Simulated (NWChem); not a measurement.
Everything below was run with NWChem. System: diboron tetrafluoride (B2F4), charge 0, spin multiplicity 1, at a geometry optimised with B3LYP/def2-SVP. Level: RHF/def2-TZVP.

Input file:

```
start mol
memory heap 200 mb stack 900 mb global 1100 mb
geometry units angstroms nocenter noautoz
  F      0.000000    -1.124344    -1.555462
  B      0.000000     0.000000    -0.861539
  F      0.000000     1.124344    -1.555462
  B      0.000000     0.000000     0.861539
  F      1.124344     0.000000     1.555461
  F     -1.124344     0.000000     1.555461
  symmetry group C2v
end
basis spherical
  * library def2-tzvp
end
scf
  rhf
  nopen 0
  maxiter 100
  thresh 1e-7
  semidirect memsize 60000000 filesize 0
end
task scf energy
```

Output (cleaned and shortened):

```
             Northwest Computational Chemistry Package (NWChem) 7.3.0
             --------------------------------------------------------

                                NWChem Input Module
                                -------------------

 Scaling coordinates for geometry "geometry" by  1.889725989
 (inverse scale =  0.529177249)

 Turning off AUTOSYM since
 SYMMETRY directive was detected!

                             Geometry "geometry" -> ""
                             -------------------------

 Output coordinates in angstroms (scale by  1.889725989 to convert to a.u.)

  No.       Tag          Charge          X              Y              Z
 ---- ---------------- ---------- -------------- -------------- --------------
    1 F                    9.0000     0.00000000    -1.12434400    -1.55546200
    2 B                    5.0000     0.00000000     0.00000000    -0.86153900
    3 F                    9.0000     0.00000000     1.12434400    -1.55546200
    4 B                    5.0000     0.00000000     0.00000000     0.86153900
    5 F                    9.0000     1.12434400     0.00000000     1.55546100
    6 F                    9.0000    -1.12434400     0.00000000     1.55546100

 Effective nuclear repulsion energy (a.u.)     202.7003659806

            Nuclear Dipole moment (a.u.)
            ----------------------------
        X                 Y               Z
 ---------------- ---------------- ----------------
     0.0000000000     0.0000000000    -0.0000340151

      Symmetry information
      --------------------

 Group name             C2v
 Group number             16
 Group order               4
 No. of unique centers     4

      Symmetry unique atoms

     1    2    4    5


 Summary of "ao basis" -> "" (spherical)
 ------------------------------------------------------------------------------
       Tag                 Description            Shells   Functions and Types
 ---------------- ------------------------------  ------  ---------------------
 *                         def2-tzvp                  on all atoms

 Summary of "ao basis" -> "ao basis" (spherical)
[...]
     8     -0.165045  1 F  pz                70     -0.165045  3 F  pz
   132      0.165045  5 F  pz               163      0.165045  6 F  pz

 Vector   24  Occ=0.000000D+00  E= 9.605307D-02  Symmetry=b1
              MO Center=  3.7D-15, -4.1D-16, -4.8D-01, r^2= 4.2D+00
   Bfn.  Coefficient  Atom+Function         Bfn.  Coefficient  Atom+Function
  ----- ------------  ---------------      ----- ------------  ---------------
    43      0.569714  2 B  px               105      0.414785  4 B  px
   102     -0.250358  4 B  px                37      0.246405  2 B  px
    40      0.238931  2 B  px                12     -0.196384  1 F  px
    74     -0.196384  3 F  px               116      0.156259  4 B  d  1

 Vector   25  Occ=0.000000D+00  E= 9.605308D-02  Symmetry=b2
              MO Center=  1.9D-15,  8.3D-14,  4.8D-01, r^2= 4.2D+00
   Bfn.  Coefficient  Atom+Function         Bfn.  Coefficient  Atom+Function
  ----- ------------  ---------------      ----- ------------  ---------------
   106      0.569714  4 B  py                44      0.414785  2 B  py
    41     -0.250356  2 B  py               100      0.246404  4 B  py
   103      0.238931  4 B  py               137     -0.196384  5 F  py
   168     -0.196384  6 F  py                52      0.156259  2 B  d -1

 Vector   26  Occ=0.000000D+00  E= 1.148542D-01  Symmetry=a1
              MO Center= -2.7D-14,  6.8D-14,  5.6D-06, r^2= 8.3D+00
   Bfn.  Coefficient  Atom+Function         Bfn.  Coefficient  Atom+Function
  ----- ------------  ---------------      ----- ------------  ---------------
    35      2.285005  2 B  s                 97      2.285016  4 B  s
    36     -1.540949  2 B  s                 98     -1.540957  4 B  s
    42     -0.458839  2 B  pz               104      0.458839  4 B  pz
     5     -0.451455  1 F  s                 67     -0.451455  3 F  s
   129     -0.451458  5 F  s                160     -0.451458  6 F  s

 center of mass
 --------------
 x =   0.00000000 y =   0.00000000 z =  -0.00000073

 moments of inertia (a.u.)
 ------------------
         886.482623933040           0.000000000000           0.000000000000
           0.000000000000         886.482623933040           0.000000000000
           0.000000000000           0.000000000000         343.062385688551

  Mulliken analysis of the total density
  --------------------------------------

    Atom       Charge   Shell Charges
 -----------   ------   -------------------------------------------------------
    1 F    9     9.32   0.77  1.20  0.60  0.99  0.37  2.25  2.28  0.86  0.00  0.01  0.00
    2 B    5     4.36   0.91  1.07  0.48  0.24  0.04  0.85  0.43  0.02  0.13  0.13  0.06
    3 F    9     9.32   0.77  1.20  0.60  0.99  0.37  2.25  2.28  0.86  0.00  0.01  0.00
    4 B    5     4.36   0.91  1.07  0.48  0.24  0.04  0.85  0.43  0.02  0.13  0.13  0.06
    5 F    9     9.32   0.77  1.20  0.60  0.99  0.37  2.25  2.28  0.86  0.00  0.01  0.00
    6 F    9     9.32   0.77  1.20  0.60  0.99  0.37  2.25  2.28  0.86  0.00  0.01  0.00

       Multipole analysis of the density wrt the origin
       ------------------------------------------------

     L   x y z        total         open         nuclear
     -   - - -        -----         ----         -------
     0   0 0 0     -0.000000      0.000000     46.000000

     1   1 0 0      0.000000      0.000000      0.000000
     1   0 1 0      0.000000      0.000000      0.000000
     1   0 0 1      0.000003      0.000000     -0.000034

     2   2 0 0    -23.044516      0.000000     81.258460
     2   1 1 0      0.000000      0.000000      0.000000
     2   1 0 1     -0.000000      0.000000      0.000000
     2   0 2 0    -23.044519      0.000000     81.258460
     2   0 1 1     -0.000000      0.000000      0.000000
     2   0 0 2    -26.723227      0.000000    337.547968

 Task  times  cpu:        7.3s     wall:        7.3s

 Total times  cpu:        7.3s     wall:        7.3s
```
